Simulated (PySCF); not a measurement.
C₂H₇ClSi₃, SMILES C=C1[SiH2][SiH2][Si@H]1Cl.

The structure is a stationary point at PBE0-D3(BJ)/def2-SVP. The geometry has at least one imaginary mode, so it is a saddle point at that level. The structure was generated by enumeration; whether it is a known compound was not checked.

The numbers are results of TDA-PBE/def2-SVPD (PySCF), not measurements.

Vertical excitations. Isolated molecule, no solvent.

Task: List the lowest excited states. (The exact figures need the calculation; the answer reports its results.)

Result: 
| state | energy (eV) | λ (nm) | f | main pairs |
|---|---|---|---|---|
| S1 | 3.55 | 349 | 0.001 | HOMO→LUMO 98 % |
| S2 | 4.12 | 301 | 0.001 | HOMO−1→LUMO 98 % |
| S3 | 4.64 | 267 | 0.006 | HOMO−3→LUMO 97 % |
| S4 | 5.17 | 240 | 0.013 | HOMO−4→LUMO 80 %, HOMO−2→LUMO 16 % |
| S5 | 5.28 | 235 | 0.063 | HOMO−2→LUMO 57 %, HOMO−4→LUMO 18 % |
| S6 | 5.47 | 226 | 0.073 | HOMO→LUMO+1 72 %, HOMO−5→LUMO 12 % |
| S7 | 5.50 | 225 | 0.015 | HOMO−5→LUMO 82 % |
| S8 | 5.78 | 215 | 0.002 | HOMO−1→LUMO+1 50 %, HOMO→LUMO+2 22 %, HOMO→LUMO+3 15 % |
| S9 | 5.81 | 213 | 0.007 | HOMO−6→LUMO 61 %, HOMO→LUMO+3 25 % |
| S10 | 5.83 | 213 | 0.021 | HOMO−1→LUMO+1 37 %, HOMO→LUMO+3 30 %, HOMO→LUMO+2 17 % |
| T1 | 3.31 | 375 | 0 | HOMO→LUMO 96 % |
| T2 | 3.64 | 341 | 0 | HOMO−2→LUMO 90 % |
| T3 | 3.78 | 328 | 0 | HOMO−1→LUMO 98 % |
| T4 | 4.30 | 288 | 0 | HOMO−3→LUMO 98 % |
Triplets are in the Tamm–Dancoff approximation.
